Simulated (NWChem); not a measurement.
System: CH₃F₃OSi; SMILES [Si](F)(CO)(F)F

Input file for NWChem:

```
start job
memory heap 200 mb stack 900 mb global 1100 mb
geometry units angstroms noautoz
  O      0.192202     2.311461    -0.063970
  C     -0.809938     1.291442    -0.135332
  Si    -0.028483    -0.405036    -0.018284
  F      0.824442    -0.788569    -1.309444
  F     -1.115051    -1.555458     0.200673
  F      0.964082    -0.416864     1.236373
  H      0.600833     2.268449     0.814998
  H     -1.589427     1.419967     0.633021
  H     -1.305997     1.415643    -1.103489
end
basis spherical
  * library def2-tzvp
end
dft
  xc xctpssh
  iterations 150
  semidirect filesize 400000000
  mulliken
end
task dft energy
```

Output (shortened):

```
             Northwest Computational Chemistry Package (NWChem) 7.3.0
             --------------------------------------------------------

 C1  symmetry detected

                             Geometry "geometry" -> ""
                             -------------------------

 Output coordinates in angstroms (scale by  1.889725989 to convert to a.u.)

  No.       Tag          Charge          X              Y              Z
 ---- ---------------- ---------- -------------- -------------- --------------
    1 O                    8.0000     0.08786606     2.30312183    -0.07535421
    2 C                    6.0000    -0.86281958     1.23734170    -0.17597929
    3 Si                  14.0000    -0.00929819    -0.42028856    -0.01419884
    4 F                    9.0000     0.90954900    -0.77301896    -1.26838140
    5 F                    9.0000    -1.04946841    -1.61819214     0.17319354
    6 F                    9.0000     0.93360183    -0.37733738     1.27753802
    7 H                    1.0000     0.46381696     2.28525523     0.81893644
    8 H                    1.0000    -1.67646374     1.33506169     0.56085319
    9 H                    1.0000    -1.32633143     1.33163445    -1.16344779

 Effective nuclear repulsion energy (a.u.)     338.8282665632

                                 NWChem DFT Module
                                 -----------------

 Summary of "ao basis" -> "ao basis" (spherical)
 ------------------------------------------------------------------------------
       Tag                 Description            Shells   Functions and Types
 ---------------- ------------------------------  ------  ---------------------
 O                         def2-tzvp                11       31   5s3p2d1f
 C                         def2-tzvp                11       31   5s3p2d1f
 Si                        def2-tzvp                13       37   5s5p2d1f
 F                         def2-tzvp                11       31   5s3p2d1f
 H                         def2-tzvp                 4        6   3s1p

            General Information
            -------------------
          SCF calculation type: DFT
          Wavefunction type:  closed shell.
          No. of atoms     :     9
          No. of electrons :    58
           Alpha electrons :    29
            Beta electrons :    29
          Charge           :     0
          Spin multiplicity:     1
          Use of symmetry is: off; symmetry adaption is: off
          Maximum number of iterations: 150
          AO basis - number of functions:   210
                     number of shells:    80
          Convergence on energy requested:  1.00D-06
          Convergence on density requested:  1.00D-05
          Convergence on gradient requested:  5.00D-04

              XC Information
              --------------
                  TPSS hybrid Method XC Functional
                     Hartree-Fock (Exact) Exchange  0.100
                  TPSS metaGGA Exchange Functional  0.900
             TPSS03 metaGGA Correlation Functional  1.000

             Grid Information
             ----------------
          Grid used for XC integration:  medium
          Radial quadrature: Mura-Knowles
          Angular quadrature: Lebedev.
          Tag              B.-S. Rad. Rad. Pts. Rad. Cut. Ang. Pts.
          ---              ---------- --------- --------- ---------
          O                   0.60       49          10.0       434
          C                   0.70       49           8.0       434
          Si                  1.10       88          10.0       590
          F                   0.50       49          11.0       434
          H                   0.35       45          10.0       434
          Grid pruning is: on
          Number of quadrature shells:   468
          Spatial weights used:  Erf1

      Superposition of Atomic Density Guess
      -------------------------------------

 Sum of atomic energies:        -701.04470866

      Non-variational initial energy
      ------------------------------

 Total energy =    -702.690407
 1-e energy   =   -1647.727334
 2-e energy   =     606.208660
 HOMO         =      -0.348004
 LUMO         =       0.038536

------------------------------------------------------------
EAF file 0: "./job.aoints.0" size=704643072 bytes
------------------------------------------------------------
               write      read    awrite     aread      wait
               -----      ----    ------     -----      ----
     calls:     1344         0         0         0         0
   data(b): 7.05e+08  0.00e+00  0.00e+00  0.00e+00
   time(s): 0.00e+00  0.00e+00  0.00e+00  0.00e+00  0.00e+00
rate(mb/s): 0.00e+00  0.00e+00
------------------------------------------------------------

     ---------------------------------------------
      Total Density - Mulliken Population Analysis
     ---------------------------------------------

    Atom       Charge   Shell Charges
 -----------   ------   -------------------------------------------------------
    1 O    8     8.67   0.79  1.18  0.59  0.94  0.26  1.96  2.13  0.79  0.00  0.02  0.00
    2 C    6     6.21   0.86  1.12  0.53  0.66  0.13  1.11  1.31  0.39  0.02  0.07  0.01
    3 Si  14    12.37   2.00  0.59  1.39  0.71  0.22  4.10  1.74  0.45  0.56  0.10  0.24  0.17  0.12
    4 F    9     9.50   0.77  1.20  0.61  1.01  0.31  2.36  2.35  0.87  0.00  0.01  0.00
    5 F    9     9.50   0.77  1.20  0.61  1.01  0.31  2.36  2.35  0.88  0.00  0.01  0.00
    6 F    9     9.50   0.77  1.20  0.61  1.01  0.31  2.36  2.35  0.88  0.00  0.01  0.00
    7 H    1     0.56   0.20  0.26  0.06  0.04
    8 H    1     0.84   0.24  0.45  0.13  0.02
    9 H    1     0.84   0.24  0.45  0.13  0.02

   convergence    iter        energy       DeltaE   RMS-Dens  Diis-err
 ---------------- ----- ----------------- --------- --------- ---------
 d= 0,ls=0.0,diis     1   -704.4073266329 -1.04D+03  6.15D-03  1.54D+00
 d= 0,ls=0.0,diis     2   -704.2569934623  1.50D-01  3.38D-03  3.70D+00
 d= 0,ls=0.0,diis     3   -704.5526658486 -2.96D-01  4.59D-04  3.52D-02
 d= 0,ls=0.0,diis     4   -704.5546484182 -1.98D-03  2.13D-04  5.00D-03
 d= 0,ls=0.0,diis     5   -704.5549835123 -3.35D-04  6.82D-05  1.13D-03
  Resetting Diis
 d= 0,ls=0.0,diis     6   -704.5550755659 -9.21D-05  1.37D-05  2.75D-05
 d= 0,ls=0.0,diis     7   -704.5550779337 -2.37D-06  3.09D-06  4.98D-07
 d= 0,ls=0.0,diis     8   -704.5550779310  2.72D-09  1.59D-06  5.81D-07

         Total DFT energy =     -704.555077930972
      One electron energy =    -1651.289405017007
           Coulomb energy =      675.583180552981
    Exchange-Corr. energy =      -67.677120030112
 Nuclear repulsion energy =      338.828266563166

 Numeric. integr. density =       57.999998938212

                       DFT Final Molecular Orbital Analysis
                       ------------------------------------

 Vector   27  Occ=2.000000D+00  E=-4.051228D-01
              MO Center=  2.7D-01, -9.1D-01, -2.4D-02, r^2= 2.7D+00
   Bfn.  Coefficient  Atom+Function         Bfn.  Coefficient  Atom+Function
  ----- ------------  ---------------      ----- ------------  ---------------
   138      0.287663  5 F  pz               105     -0.248009  4 F  px
   141      0.235447  5 F  pz               167      0.206193  6 F  px
   108     -0.203156  4 F  px               169     -0.168644  6 F  pz
   170      0.168870  6 F  px               144      0.152409  5 F  pz
   106     -0.138420  4 F  py               172     -0.137961  6 F  pz

 Vector   28  Occ=2.000000D+00  E=-3.424602D-01
              MO Center= -3.1D-01,  1.7D+00, -1.5D-01, r^2= 2.1D+00
   Bfn.  Coefficient  Atom+Function         Bfn.  Coefficient  Atom+Function
  ----- ------------  ---------------      ----- ------------  ---------------
     8      0.277385  1 O  pz                11      0.224262  1 O  pz
    39     -0.157918  2 C  pz               206      0.155147  9 H  s
     5     -0.151327  1 O  s                 38      0.149024  2 C  py
     7     -0.140270  1 O  py                 6     -0.139435  1 O  px
   194      0.137084  7 H  s                  4     -0.135777  1 O  s

 Vector   29  Occ=2.000000D+00  E=-2.736413D-01
              MO Center= -2.1D-01,  1.7D+00, -4.9D-02, r^2= 1.9D+00
   Bfn.  Coefficient  Atom+Function         Bfn.  Coefficient  Atom+Function
  ----- ------------  ---------------      ----- ------------  ---------------
     6      0.283699  1 O  px                 7     -0.275708  1 O  py
     9      0.236775  1 O  px                10     -0.231094  1 O  py
    13     -0.201874  1 O  py                66     -0.198883  3 Si s
    12      0.189639  1 O  px                36     -0.150683  2 C  s
   200      0.136243  8 H  s                 38      0.126629  2 C  py

 Vector   30  Occ=0.000000D+00  E=-2.541336D-03
              MO Center=  9.5D-02,  1.4D+00,  4.6D-01, r^2= 4.4D+00
   Bfn.  Coefficient  Atom+Function         Bfn.  Coefficient  Atom+Function
  ----- ------------  ---------------      ----- ------------  ---------------
    36      0.915257  2 C  s                195     -0.815930  7 H  s
     5      0.759426  1 O  s                 67     -0.623724  3 Si s
   201     -0.623008  8 H  s                207     -0.402535  9 H  s
    44     -0.362323  2 C  py                43     -0.358546  2 C  px
   166      0.276469  6 F  s                 80     -0.223840  3 Si px

 Vector   31  Occ=0.000000D+00  E= 2.106440D-02
              MO Center= -8.7D-01, -2.4D-01, -2.1D-01, r^2= 4.9D+00
   Bfn.  Coefficient  Atom+Function         Bfn.  Coefficient  Atom+Function
  ----- ------------  ---------------      ----- ------------  ---------------
    36      1.989850  2 C  s                 67     -1.495530  3 Si s
   201     -1.068508  8 H  s                207     -0.929583  9 H  s
   135      0.555028  5 F  s                  5     -0.372696  1 O  s
    81      0.336626  3 Si py               104      0.333912  4 F  s
   166      0.288653  6 F  s                 80      0.230168  3 Si px

[...]
```

Level: TPSSh/def2-TZVP. Structure relaxed at the B3LYP/6-31G* (spherical d) level.
